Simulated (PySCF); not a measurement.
C4HClO2S, SMILES O=CC(=O)C(Cl)=C=S, point group Cs.

Force field and properties: B3LYP/pcSseg-1 (PySCF, grid level 2). Vibrational terms come from second-order perturbation theory with semi-diagonal cubic constants, by steps of ±0.6 along the normal coordinates of each isotopologue. The parent has the commonest isotopes.

Equilibrium geometry (Å):

```
atom        x        y        z
  O1  -1.3975  -0.9671  -0.9801
  C2  -1.5288  -0.0804  -0.1765
  C3  -0.3454   0.6420   0.4694
  O4  -0.5558   1.5273   1.2726
  C5   0.9929   0.1997   0.0593
 Cl6   2.3582   1.0227   0.7944
  C7   1.2792  -0.7630  -0.8142
  S8   1.7653  -1.8518  -1.8034
  H9  -2.5138   0.2945   0.1697
```

Give the equilibrium and ground-state rotational constants (MHz) of parent; ²H at 9.


```tsv
species	Ae	Be	Ce	A0	B0	C0	Δ0 (u Å²)	harmonic ZPE (cm⁻¹)
parent	1625.4	1306.8	724.38	1613.5	1304	721.08	0.071	8983
²H at 9	1580.7	1299.7	713.25	1569.2	1296.9	710	0.051	8312
```

Δ0 = Ic − Ia − Ib from the ground-state constants.

How is the parent's vibrational correction B0 − Be made up?


| axis | harmonic | Coriolis | cubic | total (MHz) |
| --- | --- | --- | --- | --- |
| a | 1.68 | -1.06 | -12.5 | -11.9 |
| b | 0.931 | -1.06 | -2.66 | -2.79 |
| c | 0.136 | -0.131 | -3.31 | -3.3 |

And its quartic centrifugal distortion constants from the harmonic force field?

Asymmetric top, A reduction, IIIr representation: ΔJ = 0.202 kHz, ΔJK = -0.0537 kHz, ΔK = -0.134 kHz, δJ = 0.0663 kHz, δK = 0.612 kHz.

A mode lies under 250 cm⁻¹, where this perturbation treatment is rough. Internal rotors are held in one well.
